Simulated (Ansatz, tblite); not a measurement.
Cost and result up the ladder for the cluster Rb4⁻ (the lowest doublet isomer of a short search) (4 atoms). Total charge -1; doublet. Geometry: PBE/def2-TZVPD.

Cartesian coordinates in Å:
```
Rb 1.883 -1.164 -1.124
Rb -1.880 1.184 1.110
Rb 2.589 1.469 2.852
Rb -2.592 -1.489 -2.838
```

Ansatz on 4 threads of Arm Neoverse V1 on a shared host; xTB runs through tblite on one thread. Times are rough, summed over both states, and most runs start from the orbitals of an earlier one. No level here is sound enough to serve as a yardstick. The other state is a singlet.

In the def2 sets Rb takes a core potential; there is no spin–orbit coupling. The xTB rows come from tblite. The structure comes from a short search, and lower isomers may exist.

Run but left out: r2SCAN/def2-TZVPD (doublet: ⟨S²⟩ 1.28, where a pure state has 0.75).

Raw xTB energies of ions are shifted by several eV, and xTB has no spin-polarisation term.

```
          level  functions  wall time  vertical IE (eV)                                                               remarks
       GFN1-xTB         16    0.004 s              8.51                                                                     –
       GFN2-xTB         16    0.005 s              1.76                                                                     –
 PBE/def2-TZVPD        132       12 s              0.90  HOMO above zero (-1 doublet), restricted singlet, untested (singlet)
PBE0/def2-TZVPD        132       17 s              0.87                                restricted singlet, untested (singlet)
```
